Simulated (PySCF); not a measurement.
**A small calculation by hand: oscillator strength and radiative lifetime**

CH2GaNO, SMILES O=C=[N][GaH2].

Geometry optimised at ωB97X-D3(BJ)/def2-SVP.

TDDFT-ωB97X/def2-SVPD in PySCF puts the first singlet state with f over 0.02 at 6.34 eV (vertical), with the transition dipole (0.000, 0.000, 0.933) in atomic units.

Q: Find the oscillator strength, the wavelength and the radiative lifetime that this transition would have in vacuum if emission retraced absorption.

A: 
|μ|² = 0.8705 au, so |μ| = 2.37 D. ΔE = 6.34/27.211 = 0.2330 hartree. f = (2/3) ΔE |μ|² = 0.135 (the program prints 0.135).
λ = 1239.84/6.34 = 196 nm; ν = 51136 cm⁻¹.
Einstein's coefficient A = 0.6670 ν² f s⁻¹ (ν in cm⁻¹) = 2.4e8 s⁻¹, so τ = 1/A = 4.2 ns. This state is S2; the lower singlet has f = 0.000. The figure is the radiative limit of this one transition; relaxation, internal conversion, crossing to triplets and a medium change what is measured.
